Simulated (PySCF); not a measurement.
**Dipole response of Pb⁻ (lead, charge -1)**

[Xe] 4f14 5d10 6s2 6p3, high-spin 4S determinant. Computed with PySCF 2.14 in aug-cc-pVQZ-DK3 (10s9p7d4f2g, 118 functions), with scalar relativity by spin-free X2C-1e. Coupled (time-dependent) response in atomic units; α is the mean over directions.

```tsv
method	mean α (bohr³)	C₆ (like pair)	S(−4)
UHF	186.8	3377	18700
```

S(−4) is the Cauchy moment in α(ω) = α(0) + S(−4) ω² + …

α(iu) at UHF:

```
u (hartree)  α(iu) (bohr³)
          0          186.8
     0.0500          153.0
      0.100          109.0
      0.200          60.15
      0.300          37.69
      0.500          19.25
      0.750          11.03
       1.00          7.453
       1.50          4.302
       2.00          2.886
       3.00          1.582
       5.00         0.6814
```

For an ion, C₆ is the dispersion term alone; charge-induced terms of lower order in 1/R come first.

Spin-orbit coupling, which splits the p, d and f shells strongly at this Z, is absent. Spin-orbit coupling is strong in this species (close to jj coupling), so the high-spin LS determinant is a model state, not a physical level.
